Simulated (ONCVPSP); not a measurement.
# Before and after: ONCV potential for Cd (Z = 48)

ONCVPSP 4.0.1 input, shortened (lines: element, Z, core and valence counts, functional; n l f; lmax; l rc ep ncon nbas qcut; lloc lpopt rc5 dvloc0; l nproj debl; icmod fcfact rcfact), PBEsol, scalar-relativistic:

```
  Cd 48.00    6    4  -116133      upf
    1    0    2.00
    2    0    2.00
    2    1    6.00
    3    0    2.00
    3    1    6.00
    3    2   10.00
    4    0    2.00
    4    1    6.00
    4    2   10.00
    5    0    2.00
    2
    0    1.50    0.00    3    7   10.70
    1    1.45    0.00    4    9    9.00
    2    1.75    0.00    3    8    9.50
    4    5    0.95    1.00
    0    2    1.90
    1    2    1.40
    2    2    2.50
    3    2.75    1.80
```

In the p channel the program set the typed energies aside and used -2.458, 0.250 Ha.

All-electron outer shells of the reference configuration (PBEsol, scalar-relativistic, ld1.x):

```csv
shell,level (eV),outermost node (bohr),outermost maximum (bohr)
3d,-393.64,–,0.27
4s,-105.81,0.43,0.79
4p,-66.89,0.43,0.84
4d,-11.73,0.42,0.98
5s,-5.70,1.07,2.32
```

Change: d: qcut 5.9.

Cutoffs: the cutoffs (Ha) at which the residual kinetic energy of the hardest occupied pseudo-wave falls to 1 and 0.1 mHa per electron; they do not see the model core or the augmentation charge, which bear on the density cutoff. Errors are all-electron minus pseudo energies relative to the spin-unpolarised reference configuration.

Predict the effect on cutoff, ghosts and configuration errors.

The potential gets harder (35 Ha and 41 Ha → 50 Ha and 109 Ha); of the 4 tests that both files solve, the error grows in 1 and shrinks in 3 by more than 15 % and 0.3 meV (median size 4.3 → 0.6 meV); neither file shows a bound ghost.

| quantity | base | changed |
| --- | --- | --- |
| cutoff, loose | 35 Ha | 50 Ha |
| cutoff, tight | 41 Ha | 109 Ha |
| loose cutoff by channel | s 35 Ha, p 20 Ha, d 30 Ha | s 35 Ha, p 20 Ha, d 50 Ha |
| bound ghosts | none | none |
| GHOST(+) flags under 300 eV | s at 210.6 eV | s at 210.6 eV |
| error for 4s2 4p6 4d10 5s1, meV [ΔE 9.31 eV] | -1.6 | -0.5 |
| error for 4s2 4p6 4d10 5s0, meV [ΔE 26.41 eV] | -5.3 | -0.3 |
| error for 4s2 4p6 4d9 5s0, meV [ΔE 64.40 eV] | -8.2 | -0.7 |
| error for 4s2 4p6 4d9 5s2, meV [ΔE 17.97 eV] | +3.3 | +38 |
| s: phases at 1.52 bohr within 0.05 rad from the reference energy up to (Ha; the scan ends near 5) | to the end of the scan | to the end of the scan |
| p: phases at 1.47 bohr within 0.05 rad from the reference energy up to (Ha; the scan ends near 5) | to the end of the scan | to the end of the scan |
| d: phases at 1.78 bohr within 0.05 rad from the reference energy up to (Ha; the scan ends near 5) | to the end of the scan | to the end of the scan |
| rms error of d²Exc/dni dnj with the model core, mHa | 2.54 | 2.57 |
